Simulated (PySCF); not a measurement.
Field gradients from PBE0/pcSseg-1 densities (PySCF, non-relativistic) at GFN2-xTB geometries, isolated species, one conformer each; χzz is the principal value of largest magnitude, with Q(14N) = 0.02044 b. Where η is near 1, a small change in the tensor can flip the sign of χzz. GFN2-xTB bond lengths can be off by several hundredths of an ångström, more for odd bonds, and the gradients follow them. With so small a basis the couplings can be 20 % off.

(1) These 14N couplings (χzz in MHz, η) are listed in rising order: (-6.664, 0.31); (-5.614, 0.47); (-4.893, 0.45); (-3.094, 0.43); (-2.868, 0.54); (4.627, 0.95). Assign them to: N5 (pyridine-type nitrogen) in `[CH:1]#[C:2][c:3]1[n:4][n:5][cH:6][c:7]([CH3:8])[n:9]1`; N5 (pyridine-type nitrogen) in `[cH:1]1[cH:2][cH:3][n:4]2[n:5][n:6][cH:7][c:8]2[cH:9]1`; N4 (pyrrole-type nitrogen) in `[CH3:1][CH2:2][CH2:3][n:4]1[n:5][cH:6][cH:7][c:8]1[C:9]#[N:10]`; N4 (pyrrole-type nitrogen) in `[CH3:1][CH2:2][CH2:3][n:4]1[cH:5][cH:6][c:7]([C:8]#[N:9])[n:10]1`; N4 (pyridine-type nitrogen) in `[CH:1]#[C:2][c:3]1[n:4][cH:5][c:6]([CH3:7])[n:8][n:9]1`; N8 (pyridine-type nitrogen) in `[CH:1]#[C:2][c:3]1[n:4][n:5]([CH2:6][CH3:7])[n:8][c:9]1[CH3:10]`.

Results:

(1) -6.664 MHz, η 0.31: N5 (pyridine-type nitrogen) in `[CH:1]#[C:2][c:3]1[n:4][n:5][cH:6][c:7]([CH3:8])[n:9]1`; -5.614 MHz, η 0.47: N4 (pyridine-type nitrogen) in `[CH:1]#[C:2][c:3]1[n:4][cH:5][c:6]([CH3:7])[n:8][n:9]1`; -4.893 MHz, η 0.45: N8 (pyridine-type nitrogen) in `[CH:1]#[C:2][c:3]1[n:4][n:5]([CH2:6][CH3:7])[n:8][c:9]1[CH3:10]`; -3.094 MHz, η 0.43: N4 (pyrrole-type nitrogen) in `[CH3:1][CH2:2][CH2:3][n:4]1[n:5][cH:6][cH:7][c:8]1[C:9]#[N:10]`; -2.868 MHz, η 0.54: N4 (pyrrole-type nitrogen) in `[CH3:1][CH2:2][CH2:3][n:4]1[cH:5][cH:6][c:7]([C:8]#[N:9])[n:10]1`; 4.627 MHz, η 0.95: N5 (pyridine-type nitrogen) in `[cH:1]1[cH:2][cH:3][n:4]2[n:5][n:6][cH:7][c:8]2[cH:9]1`.

All sites together:

```tsv
nucleus	site	Vzz (au)	η	χzz (MHz)
14N	N5 (pyridine-type nitrogen) in [CH:1]#[C:2][c:3]1[n:4][n:5][cH:6][c:7]([CH3:8])[n:9]1	-1.388	0.31	-6.664
14N	N5 (pyridine-type nitrogen) in [cH:1]1[cH:2][cH:3][n:4]2[n:5][n:6][cH:7][c:8]2[cH:9]1	0.963	0.95	4.627
14N	N4 (pyrrole-type nitrogen) in [CH3:1][CH2:2][CH2:3][n:4]1[n:5][cH:6][cH:7][c:8]1[C:9]#[N:10]	-0.644	0.43	-3.094
14N	N4 (pyrrole-type nitrogen) in [CH3:1][CH2:2][CH2:3][n:4]1[cH:5][cH:6][c:7]([C:8]#[N:9])[n:10]1	-0.597	0.54	-2.868
14N	N4 (pyridine-type nitrogen) in [CH:1]#[C:2][c:3]1[n:4][cH:5][c:6]([CH3:7])[n:8][n:9]1	-1.169	0.47	-5.614
14N	N8 (pyridine-type nitrogen) in [CH:1]#[C:2][c:3]1[n:4][n:5]([CH2:6][CH3:7])[n:8][c:9]1[CH3:10]	-1.019	0.45	-4.893
```
